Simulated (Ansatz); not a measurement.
Z-matrix (Å, degrees):
```
Sn
F 1 1.927
Se 1 2.562 2 105.9
Cl 1 2.338 2 104.7 3 114.8
H 3 1.471 1 88.7 2 -38.9
```

Charge 0, multiplicity 2. Sn takes the def2 core potential.

**Question.** List the ωB97M-V/def2-TZVPP orbital energies in eV (Ansatz 0.2.0). (An estimate is asked.)

**Answer.** Computed: α occupied: -12369.04, -2772.00, -1589.32, -1424.09, -1424.06, -1424.01, -676.65, -262.37, -218.76, -199.87, -199.72, -199.71, -161.71, -161.65, -161.43, -144.47, -99.08, -99.01, -98.97, -61.64, -61.62, -61.44, -61.40, -61.36, -35.08, -32.70, -32.60, -32.56, -32.51, -32.03, -25.46, -23.07, -17.13, -14.37, -14.02, -13.93, -13.49, -12.24, -11.92, -11.66, -10.22, -9.21. α empty: 0.80, 0.83, 1.24, 1.58, 3.41, 4.05, 4.16, 5.50. β occupied: -12369.02, -2771.97, -1589.31, -1424.06, -1424.04, -1423.99, -676.57, -262.34, -218.73, -199.79, -199.69, -199.69, -161.66, -161.60, -161.41, -144.42, -99.00, -98.99, -98.94, -61.59, -61.56, -61.41, -61.36, -61.33, -34.94, -32.62, -32.51, -32.46, -32.45, -31.93, -25.31, -22.76, -16.60, -14.12, -13.88, -13.76, -13.17, -11.83, -11.76, -11.28, -9.98. β empty: -2.97, 0.97, 1.01, 1.53, 1.70, 3.54, 4.13, 4.29. ⟨S²⟩ = 0.760.
